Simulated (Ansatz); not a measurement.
A structure relaxed at PBE0-D4/def2-SVP in Ansatz, charge 0, singlet:

Cartesian coordinates in Å:
```
Ga -0.223 0.759 1.642
B 0.411 1.502 -0.929
B -1.066 -1.449 0.235
B -1.096 1.099 -0.946
B 1.650 -0.719 0.268
B 1.633 0.696 -0.389
B 0.447 -1.673 0.544
B -1.755 -0.216 -0.426
```

(1) Give its formula and point group.

(2) Summarise the bond lengths by kind (pairs closer than 1.2 times the sum of covalent radii, bridged metal pairs left out).

Answers

(1) the cluster GaB₇. Point group C7v (tolerance 0.1 Å).

(2) 7 × B–B 1.56 Å.

The restricted singlet is unstable towards broken spin symmetry in Hartree–Fock (as tested in another run); at PBE0-D4/def2-SVP this wasn't settled. Another isomer (singlet) lies 2.49 eV lower at PBE0-D4/def2-TZVP; other spin states weren't run for this one.
